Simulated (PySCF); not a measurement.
C3H9ClGe (SMILES [CH3][Ge]([CH3])([CH3])[Cl]), singlet, geometry from GFN2-xTB. Base run: DF-WB97X/pcseg-1 run with PySCF.

Input for PySCF:
```python
from pyscf import gto, scf, dft

mol = gto.M(
    atom='''
C    -0.772301    1.578218   -1.118544
Ge   -0.047632   -0.062258   -0.249826
C     1.693406   -0.624085   -1.039835
C    -1.375426   -1.547956   -0.224496
Cl    0.340459    0.444999    1.785678
H    -0.993619    1.390409   -2.164365
H    -1.685461    1.896711   -0.624138
H    -0.051603    2.388583   -1.058228
H     2.094302   -1.479271   -0.503482
H     1.568772   -0.898249   -2.082570
H     2.415408    0.185116   -0.979477
H    -1.620393   -1.858346   -1.235260
H    -2.288905   -1.231117    0.270383
H    -0.976153   -2.403631    0.312288
''',
    basis='pcseg-1',
    charge=0,
    spin=0,
    verbose=4,
)

mf = dft.RKS(mol)
mf.xc = 'wb97x'
mf = mf.density_fit(auxbasis='def2-universal-jkfit')
mf.kernel()
mf.analyze()
```

Each row names what was changed in the base input (with any setting that the change needs).

```json
[
 {"change": "base", "ΔE vs base (mEh)": "0.000", "grid points": "170152", "electrons on the grid": "75.99999", "outcome": "converged"},
 {"change": "grids.radi_method = gauss_chebyshev", "ΔE vs base (mEh)": "-0.022", "grid points": "166744", "electrons on the grid": "75.99999", "outcome": "converged"},
 {"change": "grids.becke_scheme = stratmann", "ΔE vs base (mEh)": "0.001", "grid points": "170152", "electrons on the grid": "75.99999", "outcome": "converged"},
 {"change": "grids.level = 2", "ΔE vs base (mEh)": "0.068", "grid points": "106760", "electrons on the grid": "75.99999", "outcome": "converged"},
 {"change": "grids.radi_method = mura_knowles", "ΔE vs base (mEh)": "0.003", "grid points": "161952", "electrons on the grid": "75.99999", "outcome": "converged"},
 {"change": "grids.prune = dft.gen_grid.sg1_prune", "ΔE vs base (mEh)": "-", "grid points": "-", "electrons on the grid": "-", "outcome": "input refused"},
 {"change": "grids.level = 1", "ΔE vs base (mEh)": "-0.381", "grid points": "51520", "electrons on the grid": "76.00027", "outcome": "converged"},
 {"change": "grids.level = 0", "ΔE vs base (mEh)": "38.851", "grid points": "12912", "electrons on the grid": "75.99342", "outcome": "converged"},
 {"change": "grids.atom_grid = (150, 974)", "ΔE vs base (mEh)": "-0.006", "grid points": "1127520", "electrons on the grid": "76.00000", "outcome": "converged"},
 {"change": "grids.radi_method = delley", "ΔE vs base (mEh)": "0.008", "grid points": "182424", "electrons on the grid": "75.99999", "outcome": "converged"},
 {"change": "grids.prune = dft.gen_grid.treutler_prune", "ΔE vs base (mEh)": "-0.150", "grid points": "150424", "electrons on the grid": "75.99998", "outcome": "converged"}
]
```

- grids.prune = dft.gen_grid.sg1_prune: ended with `IndexError: index 32 is out of bounds for axis 0 with size 19`
